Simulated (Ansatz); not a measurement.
Consider the formal exchange of groups at a B–C bond: `CB[CH](F)[AlH2]` + `[SiH3][GeH3]` → `C[BH][GeH2][SiH3]` + `F[CH2][AlH2]`.

Program: Ansatz. Geometries: PBE0-D4/def2-TZVP. ΔE: electronic, gas phase. CCSD(T)/CBS adds triple-zeta CCSD(T) − MP2 to the extrapolated MP2 energy (def2 sets, frozen cores). DFT in def2-TZVPP. For Ge outer-core shells are correlated without core-valence functions, which leaves a few kJ/mol of doubt a bond. Scalar relativity is left out up to krypton. Each species was taken in one conformer, which may not be the lowest.

`CB[CH](F)[AlH2]`:

Z-matrix (Å, degrees):
```
C
Al 1 2.422
B 1 1.613 2 64.7
H 1 1.113 2 68.1 3 -137.1
H 1 1.092 2 94.7 3 116.2
H 1 1.094 2 156.6 3 -71.9
C 2 2.160 1 69.7 3 -31.5
H 2 1.580 1 98.8 3 -139.3
H 2 1.579 1 110.8 3 90.0
H 3 1.195 1 119.4 2 -111.9
F 7 1.365 2 119.2 1 152.1
H 7 1.094 2 94.0 1 -92.5
```

`[SiH3][GeH3]`:

Z-matrix (Å, degrees):
```
Si
Ge 1 2.378
H 1 1.487 2 110.1
H 1 1.487 2 110.1 3 -120.0
H 1 1.487 2 110.1 3 120.0
H 2 1.538 1 110.6 3 179.7
H 2 1.538 1 110.6 3 -60.3
H 2 1.538 1 110.6 3 59.7
```

`C[BH][GeH2][SiH3]`:

```xyz
13

C     1.079    1.637    1.141
B    -0.186    0.743    1.106
Ge   -0.177   -1.170    0.357
Si   -0.835   -1.030   -1.936
H     1.422    1.565    2.189
H     1.916    1.314    0.519
H     0.876    2.699    0.979
H    -1.223    1.176    1.524
H    -1.162   -2.130    1.052
H     1.220   -1.827    0.376
H     0.100   -0.143   -2.682
H    -2.205   -0.461   -2.048
H    -0.825   -2.372   -2.577
```

`F[CH2][AlH2]`:

Cartesian coordinates in Å:
```
F -1.336 -1.033 -0.860
C -0.753 0.159 -0.421
Al 0.953 -0.143 0.538
H -1.487 0.676 0.213
H -0.615 0.806 -1.298
H 1.527 -1.605 0.739
H 1.711 1.140 1.089
```

```
  level  ΔE (kJ/mol)
ωB97X-V         35.2
 B2PLYP         31.3
```

**Question.** What does CCSD(T)/CBS give? (Estimate.)

**Answer.** Ansatz gave: +35.1 kJ/mol. The listed levels differ from it by 0.1, -3.8 kJ/mol.

Largest T1 diagnostic among the species: 0.013.

From PBE to PBE0 (25 % exact exchange), in def2-TZVPP and without D4, ΔE moves by −5.3 kJ/mol. The D4 term adds +4.2 kJ/mol with B3LYP and +1.8 kJ/mol with PBE0; it sums over pairs of atoms, weighted by their polarisabilities, and B3LYP, whose exchange is more repulsive, gets the larger term. In def2-TZVPP, CCSD(T) changes the Hartree–Fock value by +39.9 kJ/mol (the triples alone add +7.9 kJ/mol) and MP2 by +42.4 kJ/mol.

B3LYP here is the variant with VWN-RPA as its local correlation; programs differ in this.
